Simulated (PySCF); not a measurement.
# What a mistake does to a calculation on B2H5NSi

All numbers below are calculated, not measured. The program is PySCF 2.14.0, an open-source quantum chemistry code, run on an isolated molecule that a program drew, which may never have been made. The molecule is B2H5NSi (charge 0, singlet), drawn as the SMILES string `B[Si]BN`.

Each row is a Hartree-Fock (HF) and frozen-core CCSD(T) single point in the cc-pV(D+d)Z basis, meant for a local HF minimum. Run 1 is clean. Each other run has one planted mistake out of seven kinds, and not every kind appears here: one electron removed, one electron added, multiplicity raised by two, geometry at a saddle point, minimal basis STO-3G, one bond length entered in bohr, all coordinates scaled. The reference is restricted for singlets and unrestricted otherwise, and also for a bond in bohr. Adding or removing an electron swaps singlet and doublet. Electrons count all cores. HOMO and LUMO are orbital energies over both spins, the gradient is its largest component, and the lowest frequency (negative if imaginary) is given only where the gradient is small. Bond lengths are over the 8 bonds as drawn. T1 is the CCSD diagnostic: over 0.02 (restricted) or 0.045 (unrestricted) a single reference is doubtful.

Geometry of the clean run:
```xyz
9
B2H5NSi, angstrom
B    -0.5977    1.0602   -2.7749
Si    0.2077    2.5079   -1.6881
B     2.0934    1.7263   -1.8067
N     2.7144    0.8579   -0.9120
H    -0.6634    1.1002   -3.9757
H    -1.0933    0.1058   -2.2292
H     2.7485    2.1300   -2.7385
H     2.2733    0.4674   -0.1062
H     3.6651    0.5694   -1.0196
```

```
run  electrons  basis functions  <S^2>  HOMO (eV)  LUMO (eV)  gradient (hartree/bohr)  lowest frequency (cm^-1)  mean bond (Å)  longest bond (Å)      T1  HF (hartree)  CCSD(T) (hartree)                          mistake
  1         36               90  0.000      -8.20       0.94                  2.1e-05                        83         1.3793             2.045  0.0203    -395.62070         -396.11226                         no fault
  2         37               90  0.781      -0.74       7.05                  2.1e-02                         -         1.3793             2.045  0.0252    -395.61572         -396.12412               one electron added
  3         36               90  1.120      -8.01       0.69                  1.6e-02                         -         1.6067             3.864  0.0454    -395.54652         -396.00863  one bond length entered in bohr
  4         36               29  0.000      -5.39       6.38                  2.8e-02                         -         1.3793             2.045  0.0232    -390.94193         -391.14883                                ?
```

**Which mistake was planted in run 4, and what did it cost?**

It has 29 basis functions where the clean run has 90, with the same electrons and geometry. So the mistake is: minimal basis STO-3G. Subtracting run 1 and multiplying by 627.51 kcal/mol a hartree, the energy moved by 2936.0 kcal/mol in HF and 3114.6 kcal/mol in CCSD(T).

Cautions from the logs. Run 1: T1 is over the limit, so its CCSD(T) energy is less reliable; run 3: T1 is over the limit, so its CCSD(T) energy is less reliable; run 4: T1 is over the limit, so its CCSD(T) energy is less reliable.
